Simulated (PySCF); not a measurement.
MN15 on Pd(2+) (palladium, charge +2)

Configuration: [Kr] 4d7 5s1, high-spin 5F determinant (an excited configuration). All numbers are calculated (PySCF 2.14, scalar relativity through the core potential, in aug-cc-pVTZ-PP with ECP28MDF).

- Total energy: -125.8883 hartree
- One-electron energy: -208.4534 hartree
- Hartree (Coulomb) energy: 94.0750 hartree
- Exchange-correlation energy: -11.5099 hartree
- ⟨S²⟩: 6.0016
- ⟨L²⟩: 12.010
- Sum of ⟨r⟩: 20.19 bohr
- Sum of ⟨r²⟩: 31.34 bohr²
- Time after the integrals: of the order of 5 core-seconds

| shell | electrons | mean orbital energy (hartree) | spread (hartree) | rms radius, mean of both spins (bohr) |
| --- | --- | --- | --- | --- |
| 4s α | 1 | -4.38272 | 0 | 1.01 |
| 4s β | 1 | -4.31703 | 0 | 1.01 |
| 4p α | 3 | -3.12012 | 0 | 1.11 |
| 4p β | 3 | -3.03740 | 0 | 1.11 |
| 4d α | 5 | -1.28131 | 0.00362 | 1.46 |
| 4d β | 2 | -1.18928 | 0 | 1.46 |
| 5s α | 1 | -0.89327 | 0 | 2.64 |

Energies and moments cover only the electrons outside the core potential.
